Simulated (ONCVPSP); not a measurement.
Which change was made? (Rb, ONCV)

rubidium (Rb), optimised norm-conserving Vanderbilt (ONCV), made with ONCVPSP 4.0.1 (PBE, scalar-relativistic). Core [Ar] 3d10, reference 4s2 4p6 5s1. Waves: 4s+5s: rc 2.35 bohr, ncon 4, nbas 8, qcut 6.7 1/bohr, 2 projectors; 4p: rc 1.75 bohr, ncon 3, nbas 7, qcut 5.5 1/bohr, 2 projectors, debl 0.7 Ha; d scattering state at 0.02 Ha: rc 2.10 bohr, ncon 5, nbas 10, qcut 4.6 1/bohr, 2 projectors, debl 3.2 Ha. Local part: polynomial inside 1.40 bohr (lpopt 3, dvloc0 0 Ha). Core correction: Teter function, fcfact 3.75, rcfact 1.15.

Cutoffs, loose and tight: the cutoffs (Ha) at which the residual kinetic energy of the hardest occupied pseudo-wave falls to 1 and 0.1 mHa per electron. They do not see the model core or the augmentation charge, which bear on the density cutoff. Test errors are all-electron minus pseudo excitation energies from the reference, over the configurations 4s2 4p6 5s0; 4s2 4p6 5s0.5; 4s2 4p6 5s0 5p1; 4s2 4p5 5s1; variants that change the core or the reference have their own tests.

The base gives: outcome: generated; cutoff, loose: 11 Ha; cutoff, tight: 15 Ha; bound ghosts: none; GHOST(+) flags above zero: s; largest test error (meV): -6.0.

Task: After one change the result is: outcome: generated; cutoff, loose: 11 Ha; cutoff, tight: 15 Ha; bound ghosts: none; GHOST(+) flags above zero: s; largest test error (meV): -17. Which change was it?
A. core correction Teter function, fcfact 3.75, rcfact 1.64
B. core correction Teter function, fcfact 3.75, rcfact 2.06
C. core correction Teter function, fcfact 3.75, rcfact 1.82

Result: A. The others give: core correction Teter function, fcfact 3.75, rcfact 2.06 → outcome: generated; cutoff, loose: 11 Ha; cutoff, tight: 15 Ha; bound ghosts: none; GHOST(+) flags above zero: s; largest test error (meV): -62 | core correction Teter function, fcfact 3.75, rcfact 1.82 → outcome: generated; cutoff, loose: 11 Ha; cutoff, tight: 15 Ha; bound ghosts: none; GHOST(+) flags above zero: s; largest test error (meV): -33.
